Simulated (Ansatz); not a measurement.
KH₂⁻, relaxed as a singlet with RKS B3LYP-D4/def2-TZVPD in Ansatz, starting from the GFN2-xTB geometry. Force threshold 0.02 eV/Å.

The structure comes from a short search, and lower isomers may exist.

Start:

```xyz
3

K     0.077    0.336    0.283
H     1.004    0.566   -1.292
H    -1.081   -0.903    1.010
```

```
step  energy (eV)  largest force component (eV/Å)  SCF passes
   1  -16355.1076                           3.033          24
   2  -16356.1349                           1.277          28
   3  -16356.4857                           0.467          29
   4  -16356.6166                           0.220          27
   5  -16356.6895                           0.080          25
   6  -16356.7154                           0.026          26
   7  -16356.7177                           0.009          24
```

Force components are those of the run's own axes.

End:

Cartesian coordinates in Å:
```
K 0.001 0.004 0.003
H 1.528 1.074 -1.689
H -1.528 -1.078 1.686
```

By distances, no bond broke or formed. The bond that changes most is K1–H2, from 1.84 to 2.52 Å (atoms count from 1).

No frequencies were taken in this run, so the end may be a saddle point.

Hardware: 4 threads of Arm Neoverse V2 on a shared host. Wall time 2.3 s.
